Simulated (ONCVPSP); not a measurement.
# gold (Au): what ONCVPSP 4.0.1 does with a changed input

Command:

```bash
oncvpsp.x < Au.dat > Au.out
```

Input:

```
# ATOM AND REFERENCE CONFIGURATION
# atsym  z   nc   nv     iexc    psfile
  Au 79.00   10    5  -001012      upf
#
#   n    l    f
    1    0    2.00
    2    0    2.00
    2    1    6.00
    3    0    2.00
    3    1    6.00
    3    2   10.00
    4    0    2.00
    4    1    6.00
    4    2   10.00
    4    3   14.00
    5    0    2.00
    5    1    6.00
    5    2   10.00
    6    0    0.75
    6    1    0.25
#
# PSEUDOPOTENTIAL AND OPTIMIZATION
# lmax
    2
#
#   l,   rc,      ep,       ncon, nbas, qcut
    0    1.75    0.00    4    7    9.10
    1    1.50    0.00    3    7    9.20
    2    2.20    0.00    3    8    6.10
#
# LOCAL POTENTIAL
# lloc, lpopt,  rc(5),   dvloc0
    4    5    1.00    3.00
#
# VANDERBILT-KLEINMAN-BYLANDER PROJECTORs
# l, nproj, debl
    0    3    2.40
    1    2    3.30
    2    2    0.30
#
# MODEL CORE CHARGE
# icmod, fcfact, rcfact
    3    4.00    4.00
#
# LOG DERIVATIVE ANALYSIS
# epsh1, epsh2, depsh
   -6.00    5.00    0.04
#
# OUTPUT GRID
# rlmax, drl
    6.00    0.01
#
# TEST CONFIGURATIONS
# ncnf
    4
# nvcnf
#   n    l    f
    5
    5    0    2.00
    5    1    6.00
    5    2   10.00
    6    0    1.00
    6    1    0.00
#
    5
    5    0    2.00
    5    1    6.00
    5    2   10.00
    6    0    0.00
    6    1    0.00
#
    5
    5    0    2.00
    5    1    6.00
    5    2    9.00
    6    0    0.00
    6    1    0.00
#
    5
    5    0    2.00
    5    1    6.00
    5    2    7.00
    6    0    0.00
    6    1    0.00
#
```

This is an input that runs to its end, with one change: model core set to icmod 3, fcfact 4.00, rcfact 4.00.

**Question.** How does the run end?

**Answer.** The program runs through. Ghost flags: GHOST(+) s at 286.0 eV; the largest excitation error among the 2 tests with output is 268 meV, against 2.44 meV for the unchanged input. Messages: WARNING no output for configuration 4; WARNING no output for configuration 5; psatom: WARNING lschvkbb convergence error n,l,iter= 3 1 3.

```
    Total energies and differences
      AE_ref= -1.90013164D+04  AE_tst= -1.90013644D+04  dif= -4.80D-02
      PS_ref= -1.38710566D+02  PS_tst= -1.38758399D+02  dif= -4.78D-02
      PSP excitation error= -1.75D-04

Test configuration 2

   n   l     f        eae           eps        diff
   1   0  2.0000-2966.85434151
   2   0  2.0000 -523.76991397
   2   1  6.0000 -452.96798968
   3   0  2.0000 -123.84982881
   3   1  6.0000 -103.31933752
   3   2 10.0000  -81.36604248
   4   0  2.0000  -27.10269651
   4   1  6.0000  -20.36946763
   4   2 10.0000  -12.28869521
   4   3 14.0000   -3.31151589
   5   0  2.0000   -4.31244169   -4.33034634   -1.79D-02
   5   1  6.0000   -2.52369646   -2.53935385   -1.57D-02
   5   2 10.0000   -0.57401937   -0.58964327   -1.56D-02

    Total energies and differences
      AE_ref= -1.90013164D+04  AE_tst= -1.90010054D+04  dif=  3.11D-01
      PS_ref= -1.38710566D+02  PS_tst= -1.38389787D+02  dif=  3.21D-01
      PSP excitation error= -9.85D-03

Test configuration 3

psatom: WARNING lschvkbb convergence error n,l,iter=   3   1   3
ea(ii),et,emin,emax -4.602086E-02 -5.062295E-02 -5.062295E-02 -5.062295E-02
run_config: WARNING for fully non-local PS atom, stg. 1
 WARNING no output for configuration 4

Test configuration 4

psatom: WARNING lschvkbb convergence error n,l,iter=   3   1   3
ea(ii),et,emin,emax -4.602086E-02 -5.062295E-02 -5.062295E-02 -5.062295E-02
run_config: WARNING for fully non-local PS atom, stg. 1
 WARNING no output for configuration 5
```
